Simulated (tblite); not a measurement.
Species: C₇H₅F₂ (doublet state).
Bonds: C1–C2, C2–C3 (aromatic), C3–C4 (aromatic), C4–C5 (aromatic), C5–F6, C5–C7 (aromatic), C7–F8, C7–C9 (aromatic), C2–C9 (aromatic). Hydrogens: H10, H11 on C1; H12 on C3; H13 on C4; H14 on C9.
Bond orders are those of one Lewis drawing.

Computed with GFN2-xTB (tblite), gas phase: L-BFGS steps from a force-field or distance-geometry start until the largest atomic force falls under 0.01 eV/Å.

Step 1: E = -732.7618 eV
```
atom  x, y, z in Å  |  force x, y, z in eV/Å
C1      2.3448    0.0705   -0.0151    0.139  -0.061  -0.033
C2      0.9644    0.0202   -0.0182   -0.446   0.068   0.141
C3      0.2358   -1.1799   -0.3283    0.694   0.101  -0.071
C4     -1.1282   -1.2220   -0.3313   -0.474  -0.074   0.130
C5     -1.8732   -0.0875    0.0056    0.224  -0.045  -0.130
F6     -3.2160   -0.1389    0.0022    0.131  -0.005   0.018
C7     -1.2015    1.1026    0.3161   -0.316  -0.028   0.059
F8     -1.9156    2.2009    0.6354    0.028  -0.065  -0.025
C9      0.1596    1.1676    0.3192    0.796  -0.311  -0.171
H10     2.9443   -0.8094   -0.2612   -0.355   0.472   0.127
H11     2.8835    0.9865    0.2297   -0.301  -0.439  -0.118
H12     0.8105   -2.0676   -0.5812   -0.166   0.193   0.057
H13    -1.6691   -2.1372   -0.5600    0.158   0.225   0.019
H14     0.6601    2.0935    0.5650   -0.113  -0.031  -0.002
```

Step 2: E = -732.7798 eV
```
atom  x, y, z in Å  |  force x, y, z in eV/Å
C1      2.3448    0.0699   -0.0155   -0.051  -0.017  -0.014
C2      0.9614    0.0208   -0.0165   -0.153  -0.060   0.070
C3      0.2430   -1.1790   -0.3293   -0.043   0.141  -0.024
C4     -1.1332   -1.2231   -0.3296    0.227   0.037   0.118
C5     -1.8705   -0.0881    0.0039    0.082   0.014  -0.084
F6     -3.2144   -0.1389    0.0024    0.122  -0.003   0.015
C7     -1.2046    1.1023    0.3168    0.228  -0.048   0.028
F8     -1.9153    2.2002    0.6351    0.019  -0.041  -0.017
C9      0.1683    1.1644    0.3172    0.038  -0.141  -0.092
H10     2.9400   -0.8036   -0.2596   -0.227   0.269   0.070
H11     2.8798    0.9811    0.2282   -0.208  -0.272  -0.073
H12     0.8085   -2.0651   -0.5805   -0.042   0.055   0.015
H13    -1.6671   -2.1342   -0.5597    0.054   0.066  -0.015
H14     0.6587    2.0930    0.5649   -0.046   0.001   0.004
```

**Question.** Estimate the geometry and energy of step 3. (The exact step hangs on the optimiser's Hessian estimate; all steps are aligned on step 2, rigid shifts and turns removed.)

**Answer.** E = -732.7871 eV, largest force 0.266 eV/Å
```
atom  x, y, z in Å  |  force x, y, z in eV/Å
C1      2.3432    0.0694   -0.0159   -0.266   0.000   0.001
C2      0.9587    0.0199   -0.0147    0.053  -0.072   0.023
C3      0.2440   -1.1763   -0.3301   -0.065   0.015  -0.020
C4     -1.1304   -1.2229   -0.3270    0.143   0.030   0.072
C5     -1.8682   -0.0881    0.0018    0.078   0.056  -0.035
F6     -3.2118   -0.1390    0.0028    0.112  -0.004   0.009
C7     -1.2013    1.1014    0.3176    0.137  -0.047   0.005
F8     -1.9149    2.1992    0.6347    0.065  -0.069  -0.024
C9      0.1715    1.1611    0.3150   -0.081   0.079  -0.002
H10     2.9346   -0.7969   -0.2579   -0.086   0.038   0.005
H11     2.8749    0.9744    0.2265   -0.102  -0.064  -0.018
H12     0.8071   -2.0633   -0.5800   -0.011   0.036   0.006
H13    -1.6655   -2.1320   -0.5599    0.053   0.040  -0.013
H14     0.6574    2.0927    0.5649   -0.032  -0.038  -0.009
```

The energy changes by -0.0073 eV. The first-order estimate −F·Δx gives -0.0109 eV and the mean of the old and new forces, exact on a quadratic surface, -0.0073 eV. The step makes an angle of 17° with the force vector and moves no atom by more than 0.009 Å.

The cost below is that of the whole relaxation. Time: under 0.1 s of wall time. Hardware: Arm Neoverse V2, one thread, no GPU, shared host with 96 logical CPUs at a one-minute load of 69.
